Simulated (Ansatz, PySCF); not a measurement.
HNSi, SMILES [NH+]#[Si-]. Atoms are numbered in the order given.

```xyz
3

H      0.0174    -1.9485     0.0000
N      0.0088    -0.9484     0.0000
Si    -0.0045     0.5974     0.0000
```
Charge 0, spin multiplicity 1.

The structure is a stationary point at PBE0-D3(BJ)/def2-TZVPD.

Two levels are set side by side: PBE-D3(BJ)/def2-TZVPD (Ansatz, a program for electronic structure) and PBE0-D3(BJ)/def2-TZVPD (PySCF). Each level has its own optimised geometry; the coordinates shown are those of the second. Frequencies come from the Hessian of PySCF at each geometry. Differences are taken from unrounded values.

```tsv
quantity	PBE0-D3(BJ)	PBE-D3(BJ)	PBE-D3(BJ) minus PBE0-D3(BJ)
mean bond length (Å)	1.273	1.287	0.014
bond N2–Si3 (Å)	1.546	1.564	0.018
bond H1–N2 (Å)	1.000	1.009	0.009
highest harmonic wavenumber (cm⁻¹)	3767	3638	-129
mean harmonic wavenumber (cm⁻¹)	1528	1462	-66
zero-point energy (kcal/mol)	8.74	8.36	-0.38
```

Exact exchange shortens and stiffens bonds; PBE has none. Differences between two approximate levels are no errors against the true value.
